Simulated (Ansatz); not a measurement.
Born–Oppenheimer molecular dynamics of Cl$_{2}$H$_{5}$HfNO$_{2}$ (11 atoms, charge 0, multiplicity 1). It starts at the highest image of a converged band. Of that band: The profile has 2 maxima (images 3, 8) with wells between them (image 6): this band takes more than one step, which may be the mechanism or a detour left from its start path. A vibrational analysis at the climbing image gives 2 clearly imaginary modes (300i, 86i cm⁻¹): a point of higher order, so a lower path passes nearby.

The calculation used RKS BLYP-D4/def2-SVP in Ansatz.

```
ensemble                      : NVE (velocity Verlet)
time step                     : 0.5 fs
steps asked                   : 195
starting velocities drawn for : 100 K
seed                          : 11387
```

Frames 0.5 fs apart, positions in Å, forces in eV/Å.

Velocities at 80 fs (Å/ps):

```
Hf -0.40 0.08 -0.12
N 1.14 -0.43 -3.45
H 2.70 -1.63 -1.13
H -3.03 -14.28 4.94
Cl 1.40 0.45 -0.14
Cl -0.20 -0.40 0.27
O 5.11 0.51 4.50
H 8.98 0.17 5.66
O -4.58 0.51 -0.52
H -7.57 -3.20 -6.74
H 4.12 -7.25 -1.88
```

```xyz
11
Properties=species:S:1:pos:R:3:forces:R:3 time_fs=80 energy_less_start_eV=0.016 T=87
Hf 0.109 -0.176 0.295 -0.78 0.03 0.54
N -0.056 0.182 2.340 0.40 -0.11 -0.60
H -0.922 0.104 2.864 -0.50 -0.08 0.20
H 0.607 0.671 2.941 0.27 0.24 0.11
Cl 2.185 0.122 -0.784 0.62 0.11 -0.22
Cl -1.187 1.615 -0.678 0.04 -0.07 0.06
O -1.129 -1.627 -0.221 -0.21 -0.08 -0.06
H -1.996 -1.542 -0.653 -0.02 0.03 -0.10
O 1.023 -2.200 1.131 0.34 -0.09 0.51
H 0.472 -2.964 0.865 -0.11 0.05 -0.03
H 0.917 -2.106 2.111 -0.04 -0.04 -0.42
11
Properties=species:S:1:pos:R:3:forces:R:3 time_fs=80.5 energy_less_start_eV=0.017 T=85
Hf 0.109 -0.175 0.295 -0.72 0.07 0.54
N -0.055 0.181 2.338 0.31 -0.13 -0.58
H -0.921 0.103 2.864 -0.49 -0.09 0.17
H 0.606 0.664 2.944 0.33 0.28 0.14
Cl 2.185 0.122 -0.784 0.61 0.11 -0.22
Cl -1.187 1.615 -0.678 0.03 -0.07 0.06
O -1.126 -1.626 -0.219 -0.17 -0.12 -0.04
H -1.992 -1.542 -0.650 -0.11 0.03 -0.14
O 1.021 -2.200 1.131 0.29 -0.21 0.38
H 0.468 -2.966 0.861 -0.02 0.17 0.02
H 0.919 -2.110 2.110 -0.06 -0.04 -0.34
11
Properties=species:S:1:pos:R:3:forces:R:3 time_fs=81 energy_less_start_eV=0.019 T=84
Hf 0.109 -0.175 0.295 -0.66 0.11 0.54
N -0.055 0.181 2.336 0.21 -0.14 -0.50
H -0.922 0.102 2.864 -0.43 -0.09 0.12
H 0.605 0.658 2.947 0.36 0.30 0.15
Cl 2.186 0.123 -0.784 0.60 0.11 -0.22
Cl -1.187 1.614 -0.678 0.03 -0.06 0.05
O -1.124 -1.626 -0.216 -0.15 -0.17 -0.03
H -1.987 -1.541 -0.648 -0.18 0.04 -0.18
O 1.019 -2.199 1.131 0.24 -0.33 0.22
H 0.464 -2.967 0.858 0.05 0.27 0.06
H 0.921 -2.113 2.107 -0.07 -0.04 -0.22
11
Properties=species:S:1:pos:R:3:forces:R:3 time_fs=81.5 energy_less_start_eV=0.020 T=83
Hf 0.108 -0.175 0.295 -0.60 0.15 0.53
N -0.054 0.181 2.334 0.11 -0.12 -0.38
H -0.923 0.100 2.865 -0.32 -0.08 0.04
H 0.606 0.653 2.950 0.35 0.29 0.13
Cl 2.187 0.123 -0.785 0.59 0.10 -0.21
Cl -1.188 1.614 -0.678 0.02 -0.06 0.05
O -1.121 -1.626 -0.214 -0.16 -0.21 -0.03
H -1.984 -1.541 -0.646 -0.23 0.04 -0.20
O 1.016 -2.199 1.131 0.21 -0.43 0.05
H 0.460 -2.967 0.855 0.11 0.36 0.10
H 0.923 -2.117 2.105 -0.09 -0.03 -0.08
11
Properties=species:S:1:pos:R:3:forces:R:3 time_fs=82 energy_less_start_eV=0.021 T=82
Hf 0.108 -0.175 0.295 -0.53 0.19 0.52
N -0.053 0.181 2.332 0.01 -0.09 -0.21
H -0.925 0.099 2.865 -0.19 -0.07 -0.05
H 0.607 0.648 2.954 0.31 0.25 0.08
Cl 2.188 0.123 -0.785 0.58 0.10 -0.21
Cl -1.188 1.614 -0.678 0.02 -0.06 0.05
O -1.119 -1.626 -0.212 -0.19 -0.25 -0.05
H -1.980 -1.541 -0.644 -0.25 0.03 -0.21
O 1.014 -2.199 1.131 0.20 -0.50 -0.13
H 0.457 -2.967 0.852 0.15 0.41 0.12
H 0.924 -2.121 2.102 -0.10 -0.02 0.08
11
Properties=species:S:1:pos:R:3:forces:R:3 time_fs=82.5 energy_less_start_eV=0.023 T=81
Hf 0.108 -0.175 0.295 -0.47 0.23 0.51
N -0.052 0.180 2.330 -0.07 -0.04 -0.01
H -0.928 0.097 2.865 -0.04 -0.06 -0.14
H 0.609 0.644 2.958 0.24 0.20 0.01
Cl 2.189 0.123 -0.785 0.57 0.10 -0.20
Cl -1.188 1.614 -0.677 0.01 -0.05 0.04
O -1.116 -1.626 -0.210 -0.26 -0.28 -0.08
H -1.978 -1.540 -0.643 -0.23 0.03 -0.20
O 1.012 -2.199 1.131 0.22 -0.53 -0.28
H 0.454 -2.966 0.849 0.16 0.42 0.13
H 0.925 -2.125 2.099 -0.12 -0.01 0.22
11
Properties=species:S:1:pos:R:3:forces:R:3 time_fs=83 energy_less_start_eV=0.025 T=79
Hf 0.108 -0.175 0.295 -0.41 0.27 0.50
N -0.052 0.180 2.328 -0.13 0.01 0.19
H -0.931 0.095 2.865 0.10 -0.04 -0.22
H 0.612 0.640 2.961 0.15 0.14 -0.08
Cl 2.189 0.124 -0.785 0.55 0.09 -0.19
Cl -1.188 1.614 -0.677 0.00 -0.05 0.04
O -1.114 -1.626 -0.207 -0.35 -0.32 -0.13
H -1.976 -1.540 -0.643 -0.18 0.02 -0.17
O 1.010 -2.199 1.130 0.25 -0.52 -0.39
H 0.451 -2.963 0.847 0.14 0.39 0.12
H 0.926 -2.129 2.097 -0.13 0.00 0.34
11
Properties=species:S:1:pos:R:3:forces:R:3 time_fs=83.5 energy_less_start_eV=0.028 T=76
Hf 0.107 -0.175 0.295 -0.34 0.31 0.49
N -0.051 0.180 2.326 -0.16 0.07 0.39
H -0.933 0.093 2.865 0.22 -0.03 -0.29
H 0.615 0.637 2.965 0.05 0.08 -0.17
Cl 2.191 0.124 -0.785 0.54 0.09 -0.19
Cl -1.188 1.613 -0.677 0.00 -0.05 0.03
O -1.111 -1.626 -0.205 -0.47 -0.35 -0.19
H -1.974 -1.539 -0.643 -0.11 0.01 -0.14
O 1.008 -2.199 1.130 0.31 -0.47 -0.44
H 0.448 -2.960 0.845 0.10 0.33 0.10
H 0.927 -2.133 2.095 -0.13 0.00 0.41
11
Properties=species:S:1:pos:R:3:forces:R:3 time_fs=84 energy_less_start_eV=0.031 T=74
Hf 0.107 -0.175 0.295 -0.28 0.35 0.47
N -0.050 0.179 2.324 -0.17 0.13 0.56
H -0.935 0.091 2.864 0.31 -0.01 -0.34
H 0.618 0.634 2.968 -0.04 0.02 -0.26
Cl 2.192 0.124 -0.785 0.53 0.09 -0.18
Cl -1.188 1.613 -0.677 -0.01 -0.04 0.03
O -1.109 -1.626 -0.203 -0.60 -0.37 -0.26
H -1.973 -1.538 -0.643 -0.03 0.00 -0.09
O 1.006 -2.200 1.130 0.39 -0.39 -0.43
H 0.446 -2.956 0.843 0.03 0.23 0.07
H 0.927 -2.137 2.095 -0.13 0.01 0.44
11
Properties=species:S:1:pos:R:3:forces:R:3 time_fs=84.5 energy_less_start_eV=0.033 T=71
Hf 0.107 -0.175 0.295 -0.22 0.39 0.46
N -0.050 0.179 2.322 -0.15 0.18 0.69
H -0.937 0.089 2.861 0.37 0.00 -0.37
H 0.621 0.631 2.971 -0.13 -0.03 -0.33
Cl 2.192 0.125 -0.786 0.51 0.08 -0.17
Cl -1.188 1.613 -0.677 -0.01 -0.04 0.03
O -1.107 -1.626 -0.201 -0.73 -0.40 -0.32
H -1.972 -1.538 -0.643 0.06 -0.01 -0.05
O 1.004 -2.200 1.129 0.47 -0.28 -0.35
H 0.444 -2.952 0.841 -0.05 0.12 0.02
H 0.928 -2.141 2.095 -0.12 0.01 0.40
11
Properties=species:S:1:pos:R:3:forces:R:3 time_fs=85 energy_less_start_eV=0.036 T=69
Hf 0.107 -0.175 0.295 -0.15 0.42 0.44
N -0.049 0.179 2.320 -0.11 0.21 0.78
H -0.937 0.087 2.859 0.39 0.00 -0.37
H 0.623 0.627 2.973 -0.19 -0.07 -0.39
Cl 2.194 0.125 -0.786 0.50 0.08 -0.17
Cl -1.188 1.613 -0.677 -0.02 -0.04 0.02
O -1.105 -1.626 -0.199 -0.85 -0.42 -0.38
H -1.970 -1.537 -0.644 0.13 -0.02 -0.01
O 1.002 -2.200 1.129 0.56 -0.16 -0.22
H 0.441 -2.947 0.839 -0.14 -0.01 -0.02
H 0.927 -2.145 2.097 -0.12 0.01 0.31
11
Properties=species:S:1:pos:R:3:forces:R:3 time_fs=85.5 energy_less_start_eV=0.038 T=67
Hf 0.106 -0.175 0.295 -0.09 0.45 0.42
N -0.049 0.179 2.319 -0.06 0.24 0.81
H -0.937 0.085 2.855 0.36 0.01 -0.34
H 0.625 0.624 2.973 -0.23 -0.09 -0.42
Cl 2.195 0.125 -0.786 0.48 0.07 -0.16
Cl -1.188 1.612 -0.676 -0.03 -0.03 0.02
O -1.103 -1.626 -0.197 -0.95 -0.45 -0.43
H -1.968 -1.537 -0.645 0.19 -0.03 0.02
O 1.000 -2.200 1.129 0.64 -0.05 -0.05
H 0.439 -2.942 0.838 -0.22 -0.12 -0.07
H 0.927 -2.149 2.099 -0.11 0.00 0.19
```

Of the whole run (98 fs, mean temperature of the second half 76 K): The conserved energy stayed within 0.031 meV per atom of its start (net change 0.011 meV per atom), so the integration is sound. A run of 0.098 ps of so small a system gives no equilibrium averages. The orbitals stay closed-shell, which can raise the energy where a bond breaks towards radicals; this wasn't checked here.

Run time: 7.5 min on 4 threads of Arm Neoverse V2, on a shared host, peak memory 0.21 GiB.
